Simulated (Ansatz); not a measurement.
Cost and result up the ladder for SnH3(OSiMe3) (C3H12OSiSn) (18 atoms). Charge 0, multiplicity 1. Geometry: r2SCAN-D4/def2-SVP.

```xyz
18

C    -1.0732    1.4718    0.2269
C    -0.3723   -0.1494   -2.2992
C     1.8340    0.6416   -0.3029
O    -0.2306   -1.3151    0.2987
Si    0.0344    0.1294   -0.4922
Sn   -0.3623   -1.8180    2.2153
H    -2.0289   -1.8397    2.6073
H     0.3534   -3.3663    2.3101
H     0.4961   -0.6463    3.1302
H    -0.9427    2.4300   -0.3039
H    -0.8496    1.6587    1.2915
H    -2.1376    1.1929    0.1517
H    -1.4250   -0.4508   -2.4249
H    -0.2068    0.7627   -2.8965
H     0.2559   -0.9498   -2.7229
H     2.0983    0.8112    0.7546
H     2.5081   -0.1382   -0.6942
H     2.0490    1.5753   -0.8495
```

Ansatz on 4 threads of Arm Neoverse V1 on a shared host. Times are rough, and most runs start from the orbitals of an earlier one. r2SCAN0-D4/def2-TZVP serves as the yardstick here, not as an exact answer. Differences are given only for rows in sets of like size (and for xTB, whose basis is part of the method), since another set adds its own error. Binding counts from free atoms at the same level (C triplet, O triplet, Si triplet, Sn triplet, H doublet; other spins of the atoms weren't run), without zero-point energy or a counterpoise term.

In the def2 sets Sn takes a core potential; there is no spin–orbit coupling. Correlated methods freeze 13 core orbitals; core or outer-core shells of Sn are correlated, in sets that lack core-valence functions. The rows differ in basis, and correlated rows in double-zeta sets carry the largest basis error.

Correlated methods converge slowly with the basis, most of all in double-zeta sets.

```
                         level  functions  binding energy per atom (eV)  difference from r2SCAN0-D4/def2-TZVP (eV)
PBE-D4/def2-TZVP (with forces)        283                          3.71                                       0.06
              CCSD(T)/def2-SVP        160                          3.49                                          –
              PBE0-D4/def2-SVP        160                          3.67                                          –
          r2SCAN0-D4/def2-TZVP        283                          3.66                                       0.00
            BHLYP-D4/def2-TZVP        283                          3.61                                      -0.04
                 MP2/def2-TZVP        283                          3.57                                      -0.08
             PBE0-D4/def2-TZVP        283                          3.67                                       0.02
              B97M-V/def2-TZVP        283                          3.71                                       0.06
           r2SCAN-D4/def2-TZVP        283                          3.69                                       0.04
               PBE-D4/def2-SVP        160                          3.71                                          –
```

(1) Estimate how long each takes.

Answers

(1) PBE-D4/def2-SVP 2.3 s; PBE0-D4/def2-SVP 3.2 s; PBE-D4/def2-TZVP (with forces) 4.9 s; BHLYP-D4/def2-TZVP 7 s; MP2/def2-TZVP 7.5 s; r2SCAN-D4/def2-TZVP 8.5 s; PBE0-D4/def2-TZVP 11 s; r2SCAN0-D4/def2-TZVP 12 s; B97M-V/def2-TZVP 18 s; CCSD(T)/def2-SVP 69 s. On shared hardware such times vary by a factor of up to 3.
